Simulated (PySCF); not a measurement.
**Spectroscopy problems**

- NMR shieldings at PBE0/pcSseg-1/GIAO
- coordinates at the PBE0-D3(BJ)/def2-SVP level
- program: PySCF 2.14
- fast rotation and ring inversion assumed for equivalent nuclei, no solvent model, one conformer, relativity neglected

δ = σ(ref) − σ, references computed at the same level: ¹H and ¹³C against TMS. Where no couplings were computed, multiplicities follow the n + 1 count of equivalent neighbours, and m marks all less simple cases (inequivalent or close neighbours, rings, F or P nearby). Shifts are as computed. Against solution values, carbons near 30 ppm lie about +2 ppm off and those near 130 ppm about +5 ppm. Of 1313 compounds with measured shifts, 239 miss one by over three times the rms of a fit or turn the order of signals round; such compounds aren't used in these exercises.

Question: C8H11NSi. ¹H NMR (400 MHz, computed): δ 8.54 (d, 1H), 7.81 (m, 1H), 7.57 (d, 1H), 7.06 (m, 1H), 5.25 (m, 1H), 5.09 (m, 1H), 4.09 (m, 1H), 2.02 (m, 2H), 1.17 (m, 2H). ¹³C{¹H} NMR (computed): δ 177.4 (C), 153.6 (CH), 142.4 (CH), 125.7 (CH), 125.7 (CH), 46.9 (CH), 16.9 (CH2). Give a structure.

Answer: SMILES c1ccc(C2C[SiH2]C2)nc1. The formula gives 5 degrees of unsaturation (2 rings in the answer). 7 carbon signals for 8 carbons: some carbons are equivalent by symmetry or fast rotation. Carbon types of the structure: 1 × C, 5 × CH, 2 × CH2, leaving 2 H on heteroatoms. δC 177.4: substituted aromatic carbon next to a ring nitrogen. δC 153.6: aromatic CH next to a ring nitrogen; the adjacent pyridine-type nitrogen withdraws density from it. δC 142.4, 125.7, 125.7: aromatic CH. δH 8.54: hydrogen on an aromatic CH next to a ring nitrogen; ring current plus the neighbouring ring nitrogen.

The data come from this structure; uniqueness wasn't tested.

Question: C8H11NSi. ¹H NMR (400 MHz, computed): δ 8.73 (d, 2H), 7.17 (d, 2H), 5.22 (m, 1H), 5.07 (m, 1H), 3.53 (m, 1H), 1.94 (m, 2H), 1.22 (m, 2H). ¹³C{¹H} NMR (computed): δ 165.5 (C), 156.2 (CH), 126.2 (CH), 43.6 (CH), 17.9 (CH2). What is it?

Answer: `c1cc(C2C[SiH2]C2)ccn1`. The formula gives 5 degrees of unsaturation (2 rings in the answer). 5 carbon signals for 8 carbons: some carbons are equivalent by symmetry or fast rotation. Carbon types of the structure: 1 × C, 5 × CH, 2 × CH2, leaving 2 H on heteroatoms. δC 165.5: substituted aromatic carbon. δC 156.2: aromatic CH next to a ring nitrogen; the adjacent pyridine-type nitrogen withdraws density from it. δC 126.2: aromatic CH; the aromatic region. δH 8.73: hydrogen on an aromatic CH next to a ring nitrogen; ring current plus the neighbouring ring nitrogen.

The data come from this structure; uniqueness wasn't tested.
